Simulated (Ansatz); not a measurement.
```yaml
atoms:
  - { symbol: P, position_ang: [0.0000, 0.0000, -0.9455] }
  - { symbol: P, position_ang: [0.0000, 0.0000, 0.9455] }
```

Basis set: cc-pVTZ (spherical functions). Left uncorrelated: 10 orbitals. Charge 0, multiplicity 1.

Computed with Ansatz (development build ahead of 0.2.0); each method stands on the lowest determinant of its kind that the runs found. Restricted open shells among the atoms or ions are ROHF, correlated in semicanonical orbitals with singles.

Question: Give the atomization energy at this shape (free ground-state atoms in the same class of orbitals less the molecule, no zero-point energy) of singlet P₂ by RHF-MP2, RHF.

Answer:

```csv
method,atomization energy
RHF-MP2,4.62 eV
RHF,1.57 eV
```
